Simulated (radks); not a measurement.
Results of a calculation; reference values are marked as such.
Question: Br III, 33 electrons, occupied as [Ar] 3d10 4s2 4p2 6p1 (not the ground configuration). Code: a radial shooting solver on a logarithmic mesh with Libxc functionals. Model: Dirac Kohn-Sham, BLYP, spin-unpolarised, spherical densities, finite nucleus; open shells are shared between the two j in proportion to 2j + 1; Fermi nuclear charge, rms radius 4.1629 fm.

Spin-orbit splittings of the eigenvalues, e(l+1/2) - e(l-1/2), with zeta = 2 splitting/(2l+1) and mean radii in bohr:

shell  occ.  splitting (eV)  zeta (eV)  <r> j=l-1/2  <r> j=l+1/2
2p        6               ?          ?       0.1627       0.1666
3p        6           6.856      4.571       0.5566       0.5671
3d       10           1.093     0.4370       0.5854       0.5894
4p        2          0.7319     0.4879        1.756        1.783
6p        1         0.05655    0.03770        7.784        7.810

Estimate the 2p splitting.

Answer: 47.55 eV (zeta = 31.70 eV).
